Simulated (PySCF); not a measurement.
# Electron correlation in Nb⁻ (niobium, charge -1)

[Kr] 4d4 5s2, high-spin 5D determinant. Computed with PySCF 2.14 in def2-QZVPPD with the def2 core potential (28 electrons) (7s5p4d3f2g, 81 functions), with scalar relativity through the core potential. Frozen: 4s2 4p6; 6 electrons correlated.

| level | correlation energy (mhartree) |
| --- | --- |
| CCSD | -102.63 |
| (T) | -7.18 |
| CCSD(T) | -109.81 |

Diagnostics: T1 = 0.063, D1 = 0.2074, largest double amplitude 0.078.

T1 exceeds 0.03, a sign that the reference determinant is poor.

Cost of the coupled-cluster step: of the order of 16 core-seconds, for 6 correlated electrons.
